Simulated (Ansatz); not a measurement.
`FC[SiH2][SnH2][F]`, relaxed with RKS PBE-D4/def2-SVP in Ansatz from a rough embedded geometry. The force threshold is 0.03 eV/Å; the program also tests the step.

The species carries charge 0 and has multiplicity 1. Sn takes the def2 core potential.

Start:

```xyz
11

F     1.413    1.648    0.568
C     0.637    1.558   -0.493
Si    0.328   -0.255   -0.856
Sn   -0.929   -1.270    1.016
F     0.212   -1.168    2.649
H     1.148    2.050   -1.340
H    -0.346    2.091   -0.327
H    -0.555   -0.310   -2.098
H     1.620   -0.884   -1.123
H    -2.385   -0.473    1.307
H    -1.143   -2.987    0.697
```

```tsv
step	energy (eV)	largest force (eV/Å)	largest move (Å)
1	-20258.7918	2.766	0.000
2	-20259.0449	1.083	0.195
3	-20259.0766	0.525	0.063
4	-20259.0844	0.081	0.059
5	-20259.0900	0.028	0.093
6	-20259.0929	0.317	0.197
7	-20259.0985	0.146	0.024
8	-20259.0998	0.122	0.022
9	-20259.1022	0.119	0.176
10	-20259.1035	0.109	0.080
11	-20259.1070	0.020	0.043
```

End:

```xyz
11

F     0.827    1.715    0.814
C     0.530    1.600   -0.546
Si    0.392   -0.265   -0.980
Sn   -0.882   -1.288    1.028
F     0.457   -1.542    2.449
H     1.323    2.112   -1.138
H    -0.434    2.117   -0.755
H    -0.360   -0.442   -2.275
H     1.749   -0.903   -1.094
H    -2.069   -0.229    1.715
H    -1.534   -2.876    0.783
```

Hardware: 2 threads of an AMD EPYC 7R13 on a shared host. Wall time 24 s, peak host memory 0.21 GiB.
